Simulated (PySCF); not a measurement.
Z-matrix (Å, degrees):
```
In
F 1 1.9598
O 1 2.0008 2 111.86
H 3 0.9614 1 116.07 2 179.57
```
Charge 0, spin multiplicity 2.

Problem. Predict the highest occupied spin orbital, total energy and dipole moment from M06-2X/def2-TZVP in PySCF 2.14.0.

Solution. 
```json
{
 "highest_occupied_spin_orbital": "-8.30 eV",
 "total_energy": "-365.7781 Ha",
 "dipole_moment": "4.36 D"
}
```
